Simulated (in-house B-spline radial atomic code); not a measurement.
A fraction x of an electron is removed from 4f in Yb III (Yb2+), starting from [Xe] 4f14 and keeping the highest spin. All numbers are computed (scalar-relativistic (X2C) LDA VWN5, spin-polarised, spherical fractional occupations; Fermi nucleus of rms radius 5.3108 fm) with a radial B-spline atomic code at the basis-set limit, not measured.

```json
{"x": "0", "E(x) - E(0) (eV)": "0.0000", "4f down level (eV)": "-17.960"}
{"x": "0.05", "E(x) - E(0) (eV)": "0.9185", "4f down level (eV)": "-18.781"}
{"x": "0.16", "E(x) - E(0) (eV)": "3.0852", "4f down level (eV)": "-20.621"}
{"x": "0.34", "E(x) - E(0) (eV)": "7.0743", "4f down level (eV)": "-23.721"}
{"x": "0.46", "E(x) - E(0) (eV)": "10.0480", "4f down level (eV)": "-25.847"}
{"x": "0.5", "E(x) - E(0) (eV)": "11.0962", "4f down level (eV)": "-26.566"}
{"x": "0.52", "E(x) - E(0) (eV)": "11.6311", "4f down level (eV)": "-26.927"}
{"x": "0.64", "E(x) - E(0) (eV)": "14.9935", "4f down level (eV)": "-29.120"}
{"x": "0.86", "E(x) - E(0) (eV)": "21.8514", "4f down level (eV)": "-33.248"}
{"x": "0.92", "E(x) - E(0) (eV)": "23.8807", "4f down level (eV)": "-34.397"}
{"x": "1", "E(x) - E(0) (eV)": "26.6942", "4f down level (eV)": "-35.944"}
```

The exact functional would give a straight line between the two integer points. Deviations E(x) - E(0) - x[E(1) - E(0)], in eV: -0.416 at x = 0.05, -1.186 at x = 0.16, -2.002 at x = 0.34, -2.231 at x = 0.46, -2.251 at x = 0.5, -2.25 at x = 0.52, -2.091 at x = 0.64, -1.106 at x = 0.86, -0.678 at x = 0.92.

The curve lies below the straight line by up to 2.251 eV (at x = 0.5): convex, the delocalisation error that favours fractional charges.

How well does Slater's transition state (minus the level at half occupation) give the ionisation energy?

It gives 26.566 eV against 26.694 eV from the two total energies; NIST lists 25.05 eV, ground level to ground level.
